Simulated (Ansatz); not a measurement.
Consider the cleavage of the Al–Si bond: `[NH2][Al]([OH])[SiH2]Cl` + NH₃ → `[NH2][Al]([NH2])[OH]` + `[SiH3]Cl`.

Computed with Ansatz on PBE0-D4/def2-TZVP structures; ΔE is electronic, products minus reactants. CCSD(T)/CBS adds triple-zeta CCSD(T) − MP2 to the extrapolated MP2 energy (def2 sets, frozen cores). This one scheme is used for every species. Functionals use def2-TZVPP. B3LYP here is the variant with VWN-RPA as its local correlation; programs differ in this. Each species was taken in one conformer, which may not be the lowest.

`[NH2][Al]([OH])[SiH2]Cl`:

```xyz
10

N    -0.590   -0.410    1.747
Al   -0.575    0.358    0.160
O    -1.724    1.488   -0.360
Si    1.216   -0.248   -1.384
Cl    2.432   -1.619   -0.394
H    -1.254   -0.270    2.490
H     0.112   -1.078    2.025
H    -2.470    1.813    0.139
H     0.758   -0.914   -2.633
H     2.095    0.881   -1.790
```

NH₃:

Cartesian coordinates in Å:
```
N -0.249 0.133 0.008
H -0.358 -0.873 0.043
H 0.263 0.347 -0.839
H 0.343 0.394 0.787
```

`[NH2][Al]([NH2])[OH]`:

Cartesian coordinates in Å:
```
N -0.801 -0.928 1.198
Al 0.083 0.194 0.165
N 0.261 -0.100 -1.570
O 0.749 1.560 0.922
H -1.248 -1.777 0.899
H -0.924 -0.795 2.187
H -0.117 -0.893 -2.060
H 0.753 0.498 -2.212
H 1.245 2.239 0.472
```

`[SiH3]Cl`:

```xyz
5

Si   -0.025    0.029    0.123
Cl    0.380   -0.429   -1.838
H    -0.114   -1.233    0.892
H    -1.312    0.759    0.179
H     1.072    0.875    0.645
```

```csv
level,ΔE (kJ/mol)
B3LYP,-75.7
SCS-MP2/def2-TZVPP,-83.5
SCS-MP2/def2-QZVPP,-84.6
CCSD/CBS(def2),-77.5
```

(1) What does CCSD(T)/CBS give? (An estimate is asked.)

Largest T1 diagnostic among the species: 0.011.

Answers

(1) The calculation gave: -74.4 kJ/mol. The listed levels differ from it by -1.3, -9.1, -10.2, -3.1 kJ/mol.

The D4 term adds +4.2 kJ/mol with B3LYP and +2.7 kJ/mol with PBE0; it sums over pairs of atoms, weighted by their polarisabilities, and B3LYP, whose exchange is more repulsive, gets the larger term. In def2-TZVPP, CCSD(T) changes the Hartree–Fock value by +17.1 kJ/mol (the triples alone add +3.2 kJ/mol) and MP2 by +9.3 kJ/mol. From PBE to PBE0 (25 % exact exchange), in def2-TZVPP and without D4, ΔE moves by −7.0 kJ/mol.
